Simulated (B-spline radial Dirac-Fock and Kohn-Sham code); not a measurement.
## Dipole and non-dipole photoemission parameters of Sn²⁺ 4d3/2

System: tin as Sn²⁺, 1s2 2s2 2p6 3s2 3p6 3d10 4s2 4p6 4d10 5s2; threshold 51.50 eV (orbital energy of the model). Method: Dirac-Hartree-Slater photoionisation with a Latter tail; cross sections with all multipoles, angular parameters from the dipole term and its interference with E2. Computed with an atomic code on a B-spline grid.

The run's input, task.json:

```json
{"items": [{
  "Z": 50,
  "q": 2,
  "cfg": [[1, 0, 2], [2, 0, 2], [2, 1, 6], [3, 0, 2], [3, 1, 6], [3, 2, 10], [4, 0, 2], [4, 1, 6], [4, 2, 10], [5, 0, 2]],
  "A": 120,
  "rrms": 4.6519,
  "do": "xps",
  "hv": [50.9, 72.8, 85.4, 100, 121.0, 133.0, 150, 200, 211.0, 269.0, 324.0, 375.0, 400, 442.0, 779.0, 1000, 1020.0, 1253.6, 1280.0, 2000, 3600.0, 3810.0, 3870.0, 4090.0, 4120.0, 4620.0, 6000, 7320.0, 12100.0, 12400.0]
}]}
```

Command: `python xray2_run.py task.json out`

For linearly polarised light dσ/dΩ = σ/(4π) [1 + β P₂(cos θ) + (δ + γ cos²θ) sin θ cos φ], with θ from the polarisation vector and φ the angle between the beam and the projection of the electron momentum on the plane normal to the polarisation.

```csv
hν (eV),σ (kb),β,γ,δ
72.8,7770,0.859,-0.021,-0.002
85.4,2820,1.320,-0.052,-0.003
100,879,1.808,-0.123,0.000
121,185,1.551,-0.249,0.029
133,122,0.137,-0.149,0.048
150,139,-0.816,0.067,0.035
200,259,-0.041,0.125,0.000
211,274,0.097,0.115,-0.003
269,295,0.560,0.057,-0.007
324,269,0.795,0.016,-0.006
375,236,0.935,-0.008,-0.003
400,219,0.988,-0.016,-0.002
442,192,1.060,-0.025,0.001
779,70.8,1.299,0.021,0.019
1000,40.6,1.334,0.096,0.028
1020,38.8,1.336,0.104,0.028
1253.6,23.5,1.338,0.190,0.036
1280,22.3,1.337,0.200,0.037
2000,6.76,1.278,0.447,0.059
3600,1.14,1.112,0.850,0.111
3810,?,?,?,?
3870,0.905,1.087,0.901,0.119
4090,0.756,1.067,0.941,0.127
4120,0.738,1.064,0.946,0.128
4620,0.504,1.022,1.028,0.144
6000,0.206,0.921,1.211,0.190
7320,0.102,0.843,1.342,0.233
12100,0.0157,0.646,1.631,0.380
12400,0.0143,0.637,1.643,0.389
```

Task: Give the values at 3810 eV.

Result: σ = 0.952 kb, β = 1.092, γ = 0.890, δ = 0.117.
